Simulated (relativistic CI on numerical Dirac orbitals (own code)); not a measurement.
## Cr5+ in a cubic cluster: 1s photoemission with charge transfer

Computed with a charge-transfer multiplet model of a cubic metal-ligand cluster with up to 2 ligand holes, Slater and spin-orbit integrals from Dirac-Coulomb-Breit ions, Slater integrals scaled by 0.9. The ground state mixes d1 with configurations of k ligand holes L, whose averages lie at kΔ + k(k − 1)U_dd/2; a core hole lowers each added d electron by U_cd. 300 K, Lorentzian 1.1 eV and Gaussian 0.6 eV FWHM.

Atomic integrals in eV (Slater integrals scaled, ζ unscaled), ground: F2dd 10.549, F4dd 6.644, zeta_d 0.045; with the core hole: F2dd 10.549, F4dd 6.644, zeta_d 0.066, G2cd 0.072. Where a configuration has fewer than two d electrons, the dd integrals are those of d2.

Cluster parameters (eV): Δ = -1, U_dd = 6.6, 10Dq = 0.95, 10Dq(ligand) = 0.7, V(eg) = 3.25, V(t2g) = -1.45, final-state hopping factor = 1.

```
         Case   n_d    d1   d2L  d3L2     S
U_cd = 5.8 eV  1.99  0.22  0.57  0.21  0.50
  U_cd = 7 eV  1.99  0.22  0.57  0.21  0.50
U_cd = 7.6 eV  1.99  0.22  0.57  0.21  0.50
U_cd = 8.8 eV  1.99  0.22  0.57  0.21  0.50
U_cd = 9.4 eV  1.99  0.22  0.57  0.21  0.50
```

Weights, n_d and S are thermal averages at 300 K. Binding energies count from the first peak over 30 % of the highest in each spectrum, which can be another peak from case to case. The parameters are a model scan and need not match a compound or its usual spin state. Peaks in eV (height, largest 100):
- U_cd = 5.8 eV: 0.0 (100)
- U_cd = 7 eV: 0.0 (100), 15.8 (6)
- U_cd = 7.6 eV: 0.0 (100), 15.8 (7)
- U_cd = 8.8 eV: 0.0 (100), 16.0 (10)
- U_cd = 9.4 eV: 0.0 (100), 16.2 (10)

For the case U_cd = 7.6 eV, Δ = -1 eV is smaller than U_dd = 6.6 eV, the charge-transfer side of the Zaanen-Sawatzky-Allen scheme (negative Δ: between configuration averages a ligand hole costs less than the nominal valence; multiplet and field energies can change this for the lowest states). With the core hole the configuration with one ligand hole lies at Δ − U_cd = -6.8, -8.0, -8.6, -9.8, -10.4 eV from the one without, in the order of the table; where this is negative the screened configuration lies lower, though the effective hopping of about 6.7 eV (from the holes of the mixed ground state) mixes the two strongly wherever it is as large as the gap.

With at most 2 ligand holes the space is cut while the next configuration still counts, so covalency is underestimated, and a final configuration with one more ligand hole, which can lie low, is missing from the spectra.
